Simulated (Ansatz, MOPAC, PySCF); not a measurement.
Species: GeH$_{5}$ (charge -1, singlet). SMILES: [GeH5-]
Structure (B3LYP-D3(BJ)/def2-TZVP (Ansatz, a first-principles code) minimum search):
```xyz
6

Ge     0.0000     0.0000     0.0000
H      0.0133    -0.0229     1.7251
H     -0.0133     0.0229    -1.7251
H      1.5900     0.0211    -0.0120
H     -0.8131     1.3664     0.0244
H     -0.7769    -1.3875    -0.0124
```
Charge -1, spin multiplicity 1.

Unscaled harmonic wavenumbers (cm⁻¹) in rising order, each level at the stationary point that it reaches from this structure (no distance between atoms moves by over 0.3 Å); the order of modes can differ between levels, and a negative number is imaginary. B3LYP-D3(BJ)/def2-TZVP (PySCF, at the structure above): 512, 512, 843, 899, 899, 1110, 1110, 1160, 1301, 1836, 1836, 1855.

PM7 (MOPAC): 561, 561, 699, 699, 758, 942, 942, 1408, 1708, 1831, 1831, 2119. Zero-point energy 20.1 against 19.8 kcal/mol; where all levels lie over 400 cm⁻¹, the wavenumbers are on average 1.000 times those of B3LYP-D3(BJ)/def2-TZVP.

HF/3-21G (Ansatz): 590, 590, 945, 977, 977, 1176, 1176, 1219, 1411, 1851, 1851, 1916. Zero-point energy 21.0 against 19.8 kcal/mol; where all levels lie over 400 cm⁻¹, the wavenumbers are on average 1.075 times those of B3LYP-D3(BJ)/def2-TZVP.

HF/6-31G* with LANL2DZ past Ar (Ansatz): 567, 567, 936, 1009, 1009, 1228, 1228, 1286, 1407, 1903, 1903, 1945. Zero-point energy 21.4 against 19.8 kcal/mol; where all levels lie over 400 cm⁻¹, the wavenumbers are on average 1.091 times those of B3LYP-D3(BJ)/def2-TZVP.

B3LYP/6-31G* with LANL2DZ past Ar (Ansatz): 469, 469, 931, 939, 939, 1153, 1153, 1265, 1369, 1766, 1766, 1806. Zero-point energy 20.1 against 19.8 kcal/mol; where all levels lie over 400 cm⁻¹, the wavenumbers are on average 1.012 times those of B3LYP-D3(BJ)/def2-TZVP.
